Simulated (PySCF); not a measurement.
Correlation energy of Hg²⁺ (mercury, charge +2)

[Xe] 4f14 5d10, closed-shell 1S. All numbers are calculated (PySCF 2.14, a scalar-relativistic core potential, in def2-TZVPPD with the def2 core potential (60 electrons) (6s6p3d2f1g, 62 functions)). Frozen: nothing; 18 electrons correlated.

```json
{"level": "CCSD", "correlation energy (mhartree)": "-502.27"}
{"level": "(T)", "correlation energy (mhartree)": "-12.14"}
{"level": "CCSD(T)", "correlation energy (mhartree)": "-514.41"}
```

Diagnostics: T1 = 0.0046, D1 = 0.0085, largest double amplitude 0.018.

Cost of the coupled-cluster step: of the order of 8 core-seconds, for 18 correlated electrons.

The basis has no tight functions for the innermost shells, so their pair energies are far from complete.

This basis was not built for core-valence correlation, so the inner-shell part is incomplete.
